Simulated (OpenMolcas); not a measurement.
# Pd2+ in SrF2: curves along the breathing mode

Pd2+ with its 8 nearest fluoride ions, on the Sr site of SrF2 (a = 5.796 Å, distance in the model lattice 2.510 Å). The rest of the host is ab initio model potentials to 7.6 Å and point charges beyond; the distance is set by hand and nothing relaxes. Ligand basis ANO-RCC-VDZP.

```yaml
Program: OpenMolcas
Method: "SS-CASPT2, IPEA 0.25 Eh, imaginary shift 0.1 Eh (closed shells correlated: 4s 4p and the ligand valence shells)"
Basis: ANO-RCC-VDZP [6s5p3d1f]
Scalar_Hamiltonian: DKH2, point nucleus
Active_space: 8 electrons in 5 orbitals (4d)
State_averaging: 2S+1 = 3 even, 10 roots; 2S+1 = 1 even, 15 roots
Spin-orbit_coupling: RASSI with atomic mean-field integrals over the reference wave functions
```

Spin-free energies (labels of O, the rotations of Oh) in cm-1 above the lowest fitted minimum, as all ligands move together:

```
R (Å)    3T1    1T2     1E    3A2  3T1(2)    1A1  1E(2)
2.217   1580  11090  12020  20040   19720  21980  32450
2.269     10   9450  10420  16230   17170  20040  28760
2.321    890  10270  11300  15260   17270  20580  27880
2.373   3920  13240  14300  16730   19700  23290  29420
2.426   9020  18210  19310  20440   24220  28010  33170
2.478  15610  24710  25860  25960   30420  34310  38770
 2.53  23680  32680  33850  33120   38210  42080  45970
```

Cubic fits give the following; the wavenumber is harmonic, with the mass of all moving ligands, small differences in it between states hang on the degree of the fit, a number in brackets counts states of one label, and the table is a selection of at most 14 states with clean curves.

```tsv
State	R0 (Å)	Breathing mode (cm-1)	Minimum (cm-1)
3T1	2.276	444	0
1T2	2.277	442	9440
1E	2.276	441	10420
3A2	2.315	453	15240
3T1(2)	2.293	449	16930
1A1	2.283	440	19970
1E(2)	2.314	452	27840
1A1(2)	2.305	455	44300
```

The minimum of 3A2 is shifted by +0.0397 Å against 3T1 (from the unrounded fits). With M = 152.0 u for the moving shell, the Huang-Rhys factor in this mode is S = M ω ΔR² / 2ħ = 0.01483 × 152.0 × 444 × 0.0397² = 1.58. Only the first shell moves, against a rigid host.

Roots that are degenerate in the reference are averaged as groups; the widest CASPT2 spread within a group is 540 cm-1 (the 3-fold group of multiplicity 1 near 19300 cm-1 above the lowest state of its run, R = 2.53). Shifts and gaps below about the spread of the groups concerned are not significant. Over all roots computed the reference weight is 0.67 to 0.68 in R = 2.217, 0.67 to 0.68 in R = 2.269, 0.67 to 0.68 in R = 2.321, 0.67 to 0.68 in R = 2.373, 0.67 to 0.68 in R = 2.426, 0.67 to 0.68 in R = 2.478, 0.67 to 0.68 in R = 2.53; a low but even weight reflects the number of correlated electrons. An orbital triplet at a regular site is open to Jahn-Teller coupling, which can distort the site and quench the lowest spin-orbit gaps and is left out. Real 4d8 and 5d8 ions are as a rule square planar and diamagnetic. Ligand-to-metal charge-transfer states are missing. With no ligand orbital active B as a rule stays too high, so bands that hang on it stand too high and its fall with covalency is understated. With one d shell and no ligand orbital active, 10Dq can be off by a tenth or more. Free-ion shares, where given, are those of the reference states; single-state CASPT2 does not remix them. These CASPT2 states fit no ligand-field parameters well, so their order and spin gaps are uncertain (holds for R = 2.426; R = 2.478; R = 2.53). No measured value stands beside these numbers.
